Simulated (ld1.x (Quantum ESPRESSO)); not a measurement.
# B: one change to an ultrasoft potential, before and after

```json
{"Element": "B (Z = 5)", "Generator": "ld1.x (Quantum ESPRESSO) 7.5", "Type": "ultrasoft", "Functional": "PBE", "Relativity": "scalar-relativistic", "Frozen core": "[He]", "Valence charge": "3", "Reference configuration": "2s2 2p1", "Partial waves": "2s (bound): rcut 1.25, rcutus 1.50 bohr; 2s channel at 0.15 Ry: rcut 1.25, rcutus 1.50 bohr; 2p (bound): rcut 2.10, rcutus 2.80 bohr; 2p channel at 0.15 Ry: rcut 2.10, rcutus 2.80 bohr", "Local potential": "all-electron potential smoothed inside 1.65 bohr (lloc = -1)", "Core correction": "a·sin(br)/r model core inside 1.55 bohr", "Augmentation charge": "PSQ, inside the norm-conserving radii"}
```

Change: all radii but the core radius scaled by about 1.21 (s 1.82, p 3.38 bohr, rcut 1.52/2.54); local potential all-electron potential smoothed inside 2.00 bohr (lloc = -1).

Cutoffs: the cutoffs (Ry, on a coarse ladder) from which the occupation-weighted sum of valence levels, in a spherical-Bessel basis at the reference potential, stays within 10 and 1 mRy of its value at 400 Ry; they do not see the model core or the augmentation charge, which bear on the density cutoff. Errors are all-electron minus pseudo energies relative to the spin-unpolarised reference configuration.

Task: How do hardness, ghosts and transferability respond?

Result: Both files are very soft, the changed one slightly softer (loose and tight cutoff 6 and 12 Ry → 6 and 10 Ry on this coarse ladder); of the 7 tests that both files solve, the error grows in 6 and shrinks in 1 by more than 15 % and 0.3 meV (median size 3.1 → 3.1 meV); neither file shows a bound ghost.

```csv
quantity,base,changed
"cutoff, loose",6 Ry,6 Ry
"cutoff, tight",12 Ry,10 Ry
bound ghosts,none,none
"error for 2s2 2p0, meV [ΔE 8.22 eV]",+24,+39
"error for 2s1 2p0, meV [ΔE 33.64 eV]",+95,+114
"error for 2s2 2p0.5, meV [ΔE 2.89 eV]",+3.1,+5.4
"error for 2s2 2p1.3, meV [ΔE -0.74 eV]",+0.3,+1.0
"error for 2s1 2p2, meV [ΔE 5.85 eV]",0.0,+1.4
"error for 2s0 2p3, meV [ΔE 11.72 eV]",-1.7,+3.1
"error for 2s1 2p1, meV [ΔE 14.36 eV]",-4.9,+1.2
lowest overlap eigenvalue by channel,"s 0.55, p 1.00","s 0.57, p 0.41"
```
